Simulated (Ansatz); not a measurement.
`CS[SiH2][SiH3]` + silanol → `[SiH3]O[SiH2][SiH3]` + CH₃SH  (ligand exchange at the Si–S bond)

Program: Ansatz. Geometries: PBE0-D4/def2-TZVP. ΔE: electronic, gas phase. CCSD(T)/CBS is the MP2 limit (def2-TZVPP, def2-QZVPP) plus CCSD(T) − MP2 in def2-TZVPP, frozen cores. This one scheme is used for every species. DFT in def2-TZVPP. B3LYP here is the variant with VWN-RPA as its local correlation; programs differ in this. One conformer a species, not always the lowest.

| level | ΔE (kJ/mol) |
| --- | --- |
| B3LYP-D4 | -44.4 |
| MP2/def2-TZVPP | -37.6 |
| CCSD/def2-TZVPP | -46.5 |
| HF/def2-QZVPP | -64.3 |

Problem. What does CCSD(T)/CBS give? (Estimate.)

Solution. Ansatz gave: -39.7 kJ/mol. The listed levels differ from it by -4.7, 2.1, -6.8, -24.6 kJ/mol.

Largest T1 diagnostic among the species: 0.012.

From PBE to PBE0 (25 % exact exchange), in def2-TZVPP and without D4, ΔE moves by −4.8 kJ/mol. In def2-TZVPP, CCSD(T) changes the Hartree–Fock value by +19.6 kJ/mol (the triples alone add +4.2 kJ/mol) and MP2 by +24.2 kJ/mol.
